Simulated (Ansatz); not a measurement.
Consider the cleavage of the B–Si bond: `B[SiH]1[C@@H](F)[C@@H]1F` + `CCN[SiH2]Cl` → `BN(CC)[SiH2]Cl` + `F[C@H]1[SiH2][C@@H]1F`.

Computed with Ansatz on PBE0-D4/def2-TZVP structures; ΔE is electronic, products minus reactants. CCSD(T)/CBS is the MP2 limit (def2-TZVPP, def2-QZVPP) plus CCSD(T) − MP2 in def2-TZVPP, frozen cores. Functionals use def2-TZVPP. B3LYP here is the variant with VWN-RPA as its local correlation; programs differ in this. One conformer a species, not always the lowest.

`B[SiH]1[C@@H](F)[C@@H]1F`:

Cartesian coordinates in Å:
```
B 1.918 -0.803 -0.414
Si -0.021 -0.871 -0.130
C -0.858 0.471 0.949
F -0.221 1.309 1.816
C -0.885 0.813 -0.479
F -2.092 0.959 -1.095
H 2.448 0.265 -0.355
H 2.578 -1.770 -0.643
H -0.884 -2.070 -0.211
H -1.810 0.118 1.345
H -0.173 1.578 -0.783
```

`CCN[SiH2]Cl`:

Cartesian coordinates in Å:
```
C -1.309 -1.042 0.547
C -0.825 -0.162 -0.592
N 0.621 -0.085 -0.702
Si 1.572 1.150 -0.031
Cl 1.716 1.129 2.041
H -0.952 -2.068 0.424
H -2.401 -1.070 0.579
H -0.942 -0.672 1.507
H -1.204 0.857 -0.459
H -1.241 -0.518 -1.541
H 1.059 -0.977 -0.877
H 2.952 1.001 -0.542
H 0.954 2.456 -0.353
```

`BN(CC)[SiH2]Cl`:

Cartesian coordinates in Å:
```
B -1.164 1.483 0.081
N -0.185 0.537 -0.243
C -0.498 -0.898 -0.282
C -0.243 -1.579 1.048
Si 1.432 1.019 -0.642
Cl 1.787 0.710 -2.646
H -2.278 1.112 0.323
H -0.871 2.643 0.110
H 0.094 -1.375 -1.071
H -1.546 -1.008 -0.567
H -0.867 -1.137 1.829
H 0.801 -1.480 1.351
H -0.478 -2.644 0.984
H 2.411 0.166 0.070
H 1.606 2.452 -0.346
```

`F[C@H]1[SiH2][C@@H]1F`:

Z-matrix (Å, degrees):
```
C
Si 1 1.877
C 1 1.494 2 66.6
F 1 1.367 2 130.3 3 109.4
H 1 1.092 2 109.9 3 -106.4
H 2 1.477 1 115.2 3 112.7
H 2 1.477 1 123.1 3 -94.9
F 3 1.367 1 119.3 2 -124.4
H 3 1.092 1 112.3 2 102.9
```

(1) Is it downhill or uphill in electronic energy at CCSD(T)/CBS, and by how much? (Best estimate.)

(2) What do these levels give: PBE-D4, B3LYP-D4, ωB97X-V, ωB97M-V, B2PLYP, PBE, HF/def2-TZVPP, CCSD/def2-TZVPP, CCSD(T)/def2-TZVPP, HF/CBS(def2), MP2/CBS(def2), CCSD/CBS(def2)? (Best estimate.)

Largest T1 diagnostic among the species: 0.016.

Results:

(1) Computed: Downhill: ΔE = -137.0 kJ/mol.

(2) Computed: PBE-D4 -118.4, B3LYP-D4 -132.6, ωB97X-V -136.4, ωB97M-V -140.5, B2PLYP -135.5, PBE -115.6, HF/def2-TZVPP -140.3, CCSD/def2-TZVPP -139.3, CCSD(T)/def2-TZVPP -138.4, HF/CBS(def2) -141.2, MP2/CBS(def2) -144.7, CCSD/CBS(def2) -137.9 kJ/mol.

From PBE to PBE0 (25 % exact exchange), in def2-TZVPP and without D4, ΔE moves by −8.5 kJ/mol. The D4 term adds −4.5 kJ/mol with B3LYP and −2.3 kJ/mol with PBE0; it sums over pairs of atoms, weighted by their polarisabilities, and B3LYP, whose exchange is more repulsive, gets the larger term.
